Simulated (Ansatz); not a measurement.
chlorotrifluoromethane (CClF3), SMILES FC(F)(F)Cl.

Geometry optimised at B3LYP-D3(BJ)/def2-SVP.

Two levels are set side by side: PBE/def2-SVPD (Ansatz, a program for electronic structure) and PBE0/def2-SVPD (Ansatz). Energy differences of separate SCF runs at the same geometry; the states with an electron removed or added have multiplicity 2 and 2. Differences are taken from unrounded values.

| quantity | PBE0 | PBE | PBE minus PBE0 |
|---|---|---|---|
| vertical ionisation energy (eV) | 13.01 | 12.64 | -0.36 |
| vertical singlet–triplet gap (eV) | 7.13 | 7.05 | -0.08 |
